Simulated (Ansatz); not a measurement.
Ideal-gas functions of BrI (`BrI`) at 400 K and 1 bar, from an Ansatz frequency run at PBE0-D4/def2-TZVP.

Molar mass 206.81 g/mol, point group C∞v (symmetry number 1), electronic degeneracy 1, moments of inertia 297.642 u Å². Harmonic wavenumbers (cm⁻¹, unscaled): 279.

Use S(trans) = R[1.5 ln M + 2.5 ln T − 1.1517]; rotational temperatures θ = 24.2544 K / I; S(rot) = R[ln(T/σθ) + 1]; for each mode x = 1.438777 ν̃/T, S = R[x/(eˣ − 1) − ln(1 − e⁻ˣ)] and H = RT x/(eˣ − 1); 1 cm⁻¹ = 0.0119627 kJ/mol; R = 8.31446 J/(mol·K).

Question: By hand: the entropy, in J/(mol·K).

Answer: Translation 181.5. Rotation: θ = 0.0815 K, giving 79.0. Vibration, mode by mode: 8.63, in all 8.6. Electronic 0.0. Sum 269.1 J/(mol·K).

Question: By hand: H − E and G − E in kJ/mol, counted from the electronic energy.

Answer: Zero-point energy ½ × 279 × 0.0119627 = 1.7; thermal vibration 1.9; translation, rotation and pV give 3.5 RT = 11.6. H − E = 15.2 kJ/mol, and G − E = 15.2 − 400 × 269.1/1000 = -92.4 kJ/mol.

Vibration gives 3 % of the entropy.
